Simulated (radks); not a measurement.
Fractional charge and spin in the 4p shell of niobium: the spin-up occupation runs from 2 to 3 and the spin-down occupation from 2 to 3; the fullest corner is Nb2+, [Ar] 3d10 4s2 4d(up 1.5, down 1.5) 4p(up 3, down 3). Calculated with a radial shooting solver on a logarithmic mesh with Libxc functionals: scalar-relativistic Kohn-Sham, LDA (Slater exchange, Perdew-Wang correlation), spin-polarised, spherical densities, point nucleus. Energy (eV) minus the two flat planes that join the four corners (they meet along the diagonal where the two added fractions sum to one electron); zero is where a piecewise linear energy would lie.

\begin{tabular}{lrrrrr}
down \ up & 2 & 2.25 & 2.5 & 2.75 & 3 \\ \hline
2 & 0.000 & -1.435 & -1.904 & -1.421 & 0.000 \\
2.25 & -1.435 & -1.841 & -1.297 & 0.182 & -1.325 \\
2.5 & -1.904 & -1.297 & 0.242 & -1.206 & -1.754 \\
2.75 & -1.421 & 0.182 & -1.206 & -1.695 & -1.305 \\
3 & 0.000 & -1.325 & -1.754 & -1.305 & 0.000 \\
\end{tabular}

Corners above the fullest one (they belong to Nb3+ and the next ion): (up 3, down 2) 58.905 eV, (up 2, down 3) 58.905 eV, (up 2, down 2) 133.43 eV. With half an added electron in each spin the energy lies 0.242 eV from the planes, and with half an added electron in spin up alone -1.904 eV. The planes are only a guide here: the flat-plane condition holds for ground states with one frontier orbital, while this shell lies below other occupied shells, so the corners above the fullest one are inner-hole states and not the ground states of those ions.
